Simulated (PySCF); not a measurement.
Problem. Give a PBE0-D3(BJ)/def2-SVP geometry of `CC#Cc1ncc(Cl)[n-]1`. (Charge -1.)

Solution. 
```
atom  x, y, z in Å
C1    -1.3542    1.2798   -0.5140
C2     0.0947    1.2805   -0.3955
C3     1.3100    1.2827   -0.2971
C4     2.7330    1.2865   -0.1816
N5     3.4309    0.1934    0.2038
C6     4.7097    0.6176    0.1819
C7     4.7096    1.9574   -0.2204
Cl8    6.1139    2.9847   -0.4165
N9     3.4739    2.3925   -0.4527
H10   -1.7374    2.2880   -0.7491
H11   -1.7102    0.6061   -1.3148
H12   -1.8488    0.9581    0.4203
H13    5.5587   -0.0175    0.4426
```

Any rigid rotation of these coordinates is as good. Atoms count from 1 in this order. C7 (aromatic C–Cl carbon) is planar (angles 126.4°, 122.2° and 111.3°, sum 360.0°, 0.00 Å off the plane of its three neighbours). The 4 C–N bonds span 1.330 Å (C7–N9, aromatic) to 1.359 Å (C4–N9, aromatic), a spread of 0.029 Å. C6 (aromatic CH next to a ring nitrogen) is planar (angles 128.7°, 123.4° and 107.8°, sum 360.0°, 0.00 Å off the plane of its three neighbours). C4 (substituted aromatic carbon) is planar (angles 122.3°, 122.0° and 115.7°, sum 360.0°, 0.00 Å off the plane of its three neighbours).

Bonds between heavy atoms (Å): C1–C2 1.454, C2≡C3 1.219, C3–C4 1.428, C4–N5 1.353, N5–C6 1.348, C6–C7 1.399, C7–Cl8 1.751, C7–N9 1.330, C4–N9 1.359.

Computed with PySCF, PBE0-D3(BJ)/def2-SVP geometry optimisation, gas phase.

Point group: near Cs, missed by 0.15 Å at most; the miss may be what the optimiser left on a soft mode. No PBE0-D3(BJ)/def2-SVP frequencies stand behind this structure, so it isn't proved a minimum. The geometry's basis has no diffuse functions, a weakness for an anion.
